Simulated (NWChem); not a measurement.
Molecule: RbCl; SMILES [Cl][Rb]

```xyz
2

Rb     0.0000     0.0000    -0.8861
Cl     0.0000     0.0000     1.9285
```
Atoms are numbered in this order, from 1.

All runs: NWChem. Coordinates come from a PBE0/def2-SVP optimisation. def2 effective core potentials on Rb; no spin-orbit coupling.

Task: Predict the results for PBE/def2-TZVPP. Quantities: highest occupied level (eV); orbital gap (eV); dipole (D).

Result: 
```
Property                     Value
---------------------------  -----
highest occupied level (eV)  -4.63
orbital gap (eV)              2.76
dipole (D)                   10.29
```
